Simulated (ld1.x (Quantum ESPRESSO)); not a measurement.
platinum (Pt), TM: configuration errors across variants

platinum (Pt), norm-conserving Troullier–Martins (Kleinman–Bylander form), made with ld1.x (Quantum ESPRESSO) 7.5 (LDA (PZ), fully relativistic). Core [Kr] 4d10 4f14, reference 5s2 5p6 5d9 6s0.5 6p0.5. Waves: 5s (bound): rc 1.50 bohr; 5p (bound): rc 1.55 bohr; 5d (bound): rc 1.85 bohr. Local part: all-electron potential smoothed inside 1.65 bohr (lloc = -2). Core correction: none.

Open shells are filled in proportion to 2j + 1 (rel_dist='average').

Occupied shells without a wave of their own: 6p, 6s. They enter only through the test configuration that unscreens the potential.

All-electron excitation energies from the reference (eV): (1) 5s2 5p6 5d9 6s1 6p0 -2.516; (2) 5s2 5p6 5d9 6s0 6p0 7.042; (3) 5s2 5p6 5d8 6s0 6p0 27.318; (4) 5s2 5p6 5d8 6s2 6p0 -1.568; (5) 5s1 5p6 5d9 6s1 6p0 106.220; (6) 5s2 5p6 5d7 6s0 6p0 59.828; (7) 5s2 5p6 5d9 6s0.5 6p0 1.352.

For the base: The 6p, 6s levels have no wave, so the channel is fitted at the deeper level alone: the likely source of the large errors.

On the changes marked as counting shells twice: ld1.x takes every shell without a wave as core, so the model core holds the marked electrons as well and exchange and correlation see them twice. This cancels in the reference configuration, but the file is broken for other ones, and its errors say nothing about a proper core correction.

3 further variants failed, have other tests or another functional or relativity, and are left out.

The file “base” misses its own reference levels by 1.5 eV. The file “wave 5d (bound): rc 1.85 bohr becomes 5d (bound): rc 1.30 bohr” misses its own reference levels by 1.5 eV. The file “local potential the s channel” misses its own reference levels by 2.1 eV. The file “core correction a·sin(br)/r model core inside 0.74 bohr (6p, 6s counted twice)” misses its own reference levels by 1.5 eV. The file “wave 5p (bound): rc 1.55 bohr becomes 5p (bound): rc 2.36 bohr” misses its own reference levels by 1.5 eV. The file “local potential all-electron potential smoothed inside 1.22 bohr (lloc = -2)” misses its own reference levels by 0.5 eV.

Errors AE − PS in meV (a dash: test not solved or not reliable):

| change | (1) | (2) | (3) | (4) | (5) | (6) | (7) | bound ghosts |
| --- | --- | --- | --- | --- | --- | --- | --- | --- |
| base | +716 | -880 | -1200 | +2401 | +980 | -1581 | +0.1 | none |
| wave 5d (bound): rc 1.85 bohr becomes 5d (bound): rc 1.30 bohr | +716 | -881 | -1200 | +2401 | +971 | -1581 | +0.2 | none |
| local potential the s channel | +941 | -1415 | -1963 | +3287 | +1179 | -2601 | -125 | none |
| core correction a·sin(br)/r model core inside 0.74 bohr (6p, 6s counted twice) | +694 | -985 | -1427 | +2347 | +855 | -1955 | -45 | none |
| wave 5p (bound): rc 1.55 bohr becomes 5p (bound): rc 2.36 bohr | +712 | -890 | -1218 | +2395 | +977 | -1607 | -6.4 | none |
| local potential all-electron potential smoothed inside 1.22 bohr (lloc = -2) | +223 | -328 | -468 | +793 | +207 | -626 | -23 | none |
| all radii scaled by about 1.11 (s 1.68, p 1.72, d 2.06 bohr); local potential all-electron potential smoothed inside 1.84 bohr (lloc = -2) | +133 | -75 | -92 | +405 | -91 | -126 | +43 | none |

Task: Give the same row for: wave 5s (bound): rc 1.50 bohr becomes 5s (bound): rc 2.22 bohr.

Result: +997, -1208, -1605, +3284, +865, -2076, +0.4; bound ghosts: none.
